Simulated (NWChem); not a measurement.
Species: SiPH5O; SMILES O[SiH2]P

```xyz
8

Si    -0.5057     0.6450     0.0106
O      0.7187     1.7768     0.1035
P      0.0923    -1.5466     0.0395
H     -1.3417     0.8927     1.2084
H     -1.3242     0.8146    -1.2254
H      1.3656     1.7762    -0.6159
H      1.1044    -1.4176     1.0332
H      1.0057    -1.4720    -1.0531
```
Atoms are numbered in this order, from 1.

All runs: NWChem. Pople sets run with spherical d functions. STO-3G and 3-21G are far too small for this property and stand as cheap habits. The geometry was optimised at B3LYP/6-31G* (spherical d). B3LYP is NWChem's, with the RPA form of VWN correlation. GIAO values for the isolated, static molecule; σ is the absolute isotropic shielding, δ = σ(reference) − σ with the isolated reference molecule computed at the same levels (1H: tetramethylsilane, 17O: water, 31P: phosphine, 29Si: tetramethylsilane).

```csv
level,δ Si1 (ppm),δ O2 (ppm),δ P3 (ppm),δ H4 (ppm),δ H5 (ppm),δ H6 (ppm),δ H7 (ppm)
B3LYP/6-311G**,-9.9,45.8,28.8,5.27,5.50,0.69,2.26
KT2/pcSseg-1,…,…,28.9,…,…,…,…
Hartree-Fock/6-31G*,-3.0,7.7,-4.6,5.27,5.30,1.14,1.90
Hartree-Fock/STO-3G,-14.3,-91.4,-24.6,2.30,1.92,-3.97,-0.12
BHandHLYP/pcSseg-1,-12.1,29.5,16.3,4.95,5.14,0.98,1.95
```

### Question
Fill in the missing entries.

### Answer

- KT2/pcSseg-1, δ Si1 (ppm): -8.6
- KT2/pcSseg-1, δ O2 (ppm): 43.1
- KT2/pcSseg-1, δ H4 (ppm): 5.36
- KT2/pcSseg-1, δ H5 (ppm): 5.71
- KT2/pcSseg-1, δ H6 (ppm): 0.52
- KT2/pcSseg-1, δ H7 (ppm): 2.07
